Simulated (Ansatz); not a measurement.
## A ladder of methods for GeNH4Cl (SMILES [NH2][GeH2][Cl])

GeNH4Cl: 7 atoms, total charge 0, spin state singlet. SMILES: `[NH2][GeH2][Cl]`. The shape is that of a PBE0-D4/def2-TZVP optimisation. This is one conformer, not always the lowest.

Quantity: the electronic atomisation energy, in eV. The values are calculated. Electronic energies at fixed atoms, without zero-point motion or spin-orbit coupling.

| level | kind | program | value (eV) | less CCSD(T)/cc-pVDZ | CPU time (all runs) |
| --- | --- | --- | --- | --- | --- |
| BLYP/cc-pVDZ | GGA | Ansatz | 20.39 | +1.08 | 11 s |
| CAM-B3LYP/cc-pVDZ | range-separated hybrid | Ansatz | 20.74 | +1.43 | 11 s |
| B2PLYP/cc-pVDZ | double hybrid | Ansatz | 20.21 | +0.90 | 16 s |
| PBE-QIDH/cc-pVDZ | double hybrid | Ansatz | 20.23 | +0.92 | 13 s |
| RPA@PBE/cc-pVDZ | RPA | Ansatz | 18.64 | -0.67 | 15 s |
| RPA@PBE0/cc-pVDZ | RPA | Ansatz | 18.85 | -0.46 | 15 s |
| CCSD(T)/cc-pVDZ | coupled cluster or CI | Ansatz | 19.31 | 0.00 | 16 s |
| CCSD/cc-pVDZ | coupled cluster or CI | Ansatz | 19.09 | -0.22 | 12 s |

Differences are taken from CCSD(T)/cc-pVDZ for orientation; it has basis-set and higher-order errors of its own. All-electron rows without a relativistic Hamiltonian named are non-relativistic. Correlated wave functions underbind in double-zeta sets. The values span 18.64 to 20.74 eV. In the correlated wave-function rows the outer d shell of Ge is correlated, in sets not made for it. In so small a basis fixed costs decide the times, and correlated methods can beat functionals. Times are those of the runs behind each value, whatever else they computed, on shared processors of several kinds: orders of magnitude only.
